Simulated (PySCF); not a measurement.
C3H8BN.
Numbering: `[CH2:1]=[CH:2][BH:3][NH:4][CH3:5]` (hydrogens: H6, H7 on C1; H8 on C2; H9 on B3; H10 on N4; H11, H12, H13 on C5)

Structure used (PBE0-D3(BJ)/def2-SVP), in Å, numbered top down from 1:
```xyz
13
C3H8BN angstrom
C      2.318   -0.359   -0.545
C      1.645    0.519    0.212
B      0.098    0.748    0.130
N     -0.769   -0.309   -0.134
C     -2.200   -0.249   -0.285
H      3.406   -0.478   -0.491
H      1.807   -0.993   -1.280
H      2.234    1.150    0.891
H     -0.385    1.851    0.287
H     -0.379   -1.243   -0.217
H     -2.534    0.791   -0.171
H     -2.722   -0.858    0.472
H     -2.525   -0.601   -1.279
```

Method used: PBE0-D3(BJ)/def2-SVP geometry optimisation, gas phase in PySCF 2.14.0.

Take the most abundant isotopes and a rigid rotor. The values belong to one conformer with, in the numbering `[CH2:1]=[CH:2][BH:3][NH:4][CH3:5]`, C1–C2–B3–N4 35°, C2–B3–N4–C5 -178°.

Task: What are A, B and C (MHz)?

Result: Ia = 30.43, Ib = 206.52, Ic = 230.34 u·Å²; 505379 MHz·u·Å²/I gives A = 16609, B = 2447, C = 2194 MHz.

Task: What kind of rotor is it?

Result: A near-prolate asymmetric top: κ = (2 × 2447 − 16609 − 2194)/(16609 − 2194) = -0.96.

Task: What does the inertial defect say?

Result: Not planar: Δ = Ic − Ia − Ib = -6.62 u·Å². For a rigid frame Δ = −2 Σ m c², so Σ m c² = 3.31 u·Å² lies off the ab plane: 2.55 from hydrogen and 0.76 from heavier atoms. The atom farthest from that plane is 0.89 Å away.

Task: Give the other two planar moments, Paa and Pbb, and the rms extents of the mass along the axes.

Result: Paa = Σ m a² = (Ib + Ic − Ia)/2 = 203.22 and Pbb = Σ m b² = (Ia + Ic − Ib)/2 = 27.12 u·Å². With the mass M = 69.07 u, the rms extents √(P/M) along a, b and c are 1.72, 0.63, 0.22 Å.

Task: Where do the levels up to J = 2 lie, in cm⁻¹?

Result: Above 0(0,0):
J = 1: 1(0,1) 0.1548, 1(1,1) 0.6272, 1(1,0) 0.6356
J = 2: 2(0,2) 0.4643, 2(1,2) 0.9284, 2(1,1) 0.9537, 2(2,1) 2.3709, 2(2,0) 2.3710

Task: Which lines would a microwave search look for?

Result: The dipole components are |μa| = 1.04 D, |μb| = 1.42 D, |μc| = 0.43 D. The squared components, which scale the intensities, stand as 0.54 : 1.00 : 0.09 (a : b : c). Some of the stronger lines:

```csv
type,branch,"J(Ka,Kc)",MHz,lower level (cm⁻¹)
a,R,"2(0,2) ← 1(0,1)",9279,0.155
a,R,"3(0,3) ← 2(0,2)",13910,0.464
a,R,"3(2,1) ← 2(2,0)",13937,2.371
b,Q,"4(1,3) ← 4(0,4)",15595,1.546
a,R,"4(1,4) ← 3(1,3)",18052,1.380
a,R,"4(2,2) ← 3(2,1)",18596,2.836
b,R,"1(1,1) ← 0(0,0)",18803,0.000
b,R,"4(1,4) ← 3(0,3)",31596,0.928
b,Q,"2(2,0) ← 2(1,1)",42489,0.954
b,Q,"4(2,3) ← 4(1,4)",44136,1.982
b,R,"3(2,2) ← 2(1,1)",56409,0.954
b,R,"4(2,3) ← 3(1,2)",60670,1.431
b,R,"4(3,1) ← 3(2,2)",90015,2.835
b,Q,"4(4,1) ← 4(3,2)",100013,5.838
```

Task: Estimate the classical rotational partition function at 100 K, 200 K and 500 K.

Result: Point group C1, symmetry number σ = 1; q = (√π/σ)·√((kT/h)³/(ABC)), k/h = 20836.6 MHz/K: 17900 at 100 K, 50500 at 200 K, 200000 at 500 K.

PBE0-D3(BJ)/def2-SVP frequencies: not computed here. No vibrational averaging or centrifugal distortion is included, and the geometry carries the error of its method. A rigid rotor knows nothing of internal rotation, which can split or shift real lines. Quadrupole hyperfine structure (11B, 14N) is left out.

Hardware: an Arm Neoverse V2 with one thread, no GPU, shared host. Cost: 26 s of wall time, 0.43 GiB resident at most. This is the geometry optimisation.
